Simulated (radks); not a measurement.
Problem. Tl+, 80 electrons, occupied as [Hg]. Method: scalar-relativistic Kohn-Sham, PBE, spin-unpolarised, spherical densities, finite nucleus; Fermi nuclear charge, rms radius 5.4759 fm; computed with a radial shooting solver on a logarithmic mesh with Libxc functionals. Some entries of the table are withheld. Estimate them.

| orbital | occ. | eigenvalue (eV) | <1/r> (bohr^-1) |
|---|---|---|---|
| 1s | 2 | -85588.00 | 99.38 |
| 2s | 2 | -15246.09 | 23.33 |
| 2p | 6 | -13119.08 | 20.59 |
| 3s | 2 | -3644.754 | 8.650 |
| 3p | 6 | -3032.200 | 7.850 |
| 3d | 10 | (1) | 7.374 |
| 4s | 2 | (2) | (3) |
| 4p | 6 | -618.2032 | 3.349 |
| 4d | 10 | -382.3237 | (4) |
| 5s | 2 | -138.1798 | 1.550 |
| 4f | 14 | -121.3194 | 2.605 |
| 5p | 6 | (5) | 1.321 |
| 5d | 10 | -22.7614 | (6) |
| 6s | 2 | -16.2999 | 0.5325 |

Solution. 
(1) 3d eigenvalue (eV): -2396.204
(2) 4s eigenvalue (eV): -819.0904
(3) 4s <1/r> (bohr^-1): 3.719
(4) 4d <1/r> (bohr^-1): 3.008
(5) 5p eigenvalue (eV): -83.3985
(6) 5d <1/r> (bohr^-1): 0.9516
